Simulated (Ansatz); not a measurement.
Cost and result up the ladder for AlSi₁₃PH₂₄, a doped nanocrystal cut from the lattice of silicon (Al and P 2.4 A apart) (39 atoms). Charge 0, multiplicity 1. Geometry: PBE-D4/def2-SVP.

```xyz
39

Al    0.220   -0.872   -1.126
P     1.574   -0.114    0.784
Si    1.553    2.375   -2.922
Si   -1.800    2.593   -0.876
Si    2.137    2.102    0.983
Si    0.966   -0.692    2.920
Si   -3.038   -0.371    1.173
Si   -0.994   -3.729    1.305
Si    2.862    3.001   -1.069
Si   -0.606    3.306   -2.778
Si    1.539    0.019   -3.001
Si   -1.947    0.246   -0.818
Si    0.159   -3.294   -0.705
Si    0.367   -2.965    3.067
Si   -3.119   -2.716    1.386
H     2.256    2.997   -4.109
H    -3.160    3.253   -0.876
H    -1.071    3.085    0.352
H     0.885    2.740    1.512
H     3.197    2.148    2.053
H    -0.159    0.250    3.237
H     2.153   -0.340    3.780
H    -4.445    0.177    1.248
H    -2.284    0.186    2.357
H    -1.165   -5.208    1.575
H     2.924    4.494   -0.852
H     4.276    2.501   -1.240
H    -0.492    4.811   -2.809
H    -1.371    2.878   -4.007
H     0.966   -0.368   -4.345
H     2.990   -0.416   -3.002
H    -2.877   -0.147   -1.947
H     2.868   -0.721    0.691
H     1.524   -3.934   -0.560
H    -0.565   -4.051   -1.795
H     1.676   -3.716    3.073
H    -0.264   -3.125    4.428
H    -3.934   -3.270    0.243
H    -3.801   -3.116    2.673
```

Ansatz on 2 threads of AMD EPYC 7R13 on a shared host and a share (18 GiB) of an NVIDIA H100 80GB HBM3. Times are rough, and most runs start from the orbitals of an earlier one. r2SCAN0-D4/def2-TZVP serves as the yardstick here, not as an exact answer. Differences are given only for rows in sets of like size (and for xTB, whose basis is part of the method), since another set adds its own error. Binding counts from free atoms at the same level (Al doublet, P quartet, Si triplet, H doublet; other spins of the atoms weren't run), without zero-point energy or a counterpoise term.

Correlated methods freeze 75 core orbitals. The rows differ in basis, and correlated rows in double-zeta sets carry the largest basis error. Single mean-field runs in def2-TZVP are fitted with def2-universal-jkfit.

Correlated methods converge slowly with the basis, most of all in double-zeta sets.

```json
{"level": "r2SCAN-D4/def2-TZVP", "functions": "699", "binding energy per atom (eV)": "3.15", "difference from r2SCAN0-D4/def2-TZVP (eV)": "0.02"}
{"level": "PBE-D4/def2-SVP", "functions": "390", "binding energy per atom (eV)": "3.12", "difference from r2SCAN0-D4/def2-TZVP (eV)": "–"}
{"level": "HF/STO-3G", "functions": "159", "binding energy per atom (eV)": "3.54", "difference from r2SCAN0-D4/def2-TZVP (eV)": "–"}
{"level": "PBE0-D4/def2-TZVP", "functions": "699", "binding energy per atom (eV)": "3.12", "difference from r2SCAN0-D4/def2-TZVP (eV)": "0.00"}
{"level": "PBE0-D4/def2-SVP", "functions": "390", "binding energy per atom (eV)": "3.12", "difference from r2SCAN0-D4/def2-TZVP (eV)": "–"}
{"level": "PBE-D4/def2-TZVP (with forces)", "functions": "699", "binding energy per atom (eV)": "3.12", "difference from r2SCAN0-D4/def2-TZVP (eV)": "0.00"}
{"level": "MP2/def2-SVP", "functions": "390", "binding energy per atom (eV)": "2.87", "difference from r2SCAN0-D4/def2-TZVP (eV)": "–"}
{"level": "r2SCAN0-D4/def2-TZVP", "functions": "699", "binding energy per atom (eV)": "3.13", "difference from r2SCAN0-D4/def2-TZVP (eV)": "0.00"}
```

Estimate how long each takes.

HF/STO-3G 1.6 s; MP2/def2-SVP 3 s; PBE-D4/def2-SVP 3.3 s; PBE0-D4/def2-SVP 3.8 s; PBE0-D4/def2-TZVP 5.5 s; r2SCAN0-D4/def2-TZVP 5.5 s; r2SCAN-D4/def2-TZVP 5.5 s; PBE-D4/def2-TZVP (with forces) 6.5 s. On shared hardware such times vary by a factor of up to 3.
